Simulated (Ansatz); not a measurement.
`[CH3][Ta]([OH])([F])=[S]`, 9 atoms. Charge 0, multiplicity 1. Correlated methods include outer-core shells of Ta, which these sets cover unevenly. Ta takes the def2 core potential. Hardware: A = 2 threads of a server CPU on a shared host; B = 2 threads of an AMD EPYC 7R13 on a shared host and a share of an NVIDIA H100 80 GB. Correlated methods freeze the cores. Open-shell runs search over several starts.

Q: How many basis functions does each run have, and how long does it take in Ansatz? UKS r2SCAN-D4/def2-TZVPP energy of the cation [A]; RKS ωB97M-V/def2-QZVPP energy [B]; RKS r2SCAN0-D4/def2-TZVPP energy [A]; RKS ωB97M-V/def2-TZVPP energy and forces [A]; RHF-CCSD(T)/def2-TZVPP energy [B]; UKS ωB97X-V/def2-TZVPP energy of the cation [A]; RKS PBE0-D4/def2-TZVP relaxation (6 steps) [A]; UHF-CCSD(T)/def2-TZVPP energy of the cation [B]; RKS BHLYP-D4/def2-TZVPP energy [A]; UKS PBE-D4/def2-TZVPP energy of the cation [A]; RKS HSE06 (plane-wave form)-D4/def2-TZVPP energy [A]; UHF-MP2/def2-QZVPP energy of the cation [B]. (Estimate.)

A: The calculation gave: Other jobs shared the machine, so times are rough.

```
                                    level                       job  functions  wall time  peak host memory (GiB)
                  RKS BHLYP-D4/def2-TZVPP                energy [A]        247      6.5 s                    0.69
RKS HSE06 (plane-wave form)-D4/def2-TZVPP                energy [A]        247        7 s                     0.7
                   RHF-CCSD(T)/def2-TZVPP                energy [B]        247        7 s                    0.82
                   RKS ωB97M-V/def2-QZVPP                energy [B]        442      9.5 s                       1
                RKS r2SCAN0-D4/def2-TZVPP                energy [A]        247       11 s                    0.69
                   UHF-CCSD(T)/def2-TZVPP  energy of the cation [B]        247       18 s                    0.86
                       UHF-MP2/def2-QZVPP  energy of the cation [B]        442       18 s                    0.98
                   RKS ωB97M-V/def2-TZVPP     energy and forces [A]        247       23 s                    0.95
                    RKS PBE0-D4/def2-TZVP  relaxation (6 steps) [A]        194       43 s                    0.55
                    UKS PBE-D4/def2-TZVPP  energy of the cation [A]        247       46 s                    0.88
                 UKS r2SCAN-D4/def2-TZVPP  energy of the cation [A]        247       97 s                    0.91
                   UKS ωB97X-V/def2-TZVPP  energy of the cation [A]        247    2.1 min                     1.6
```
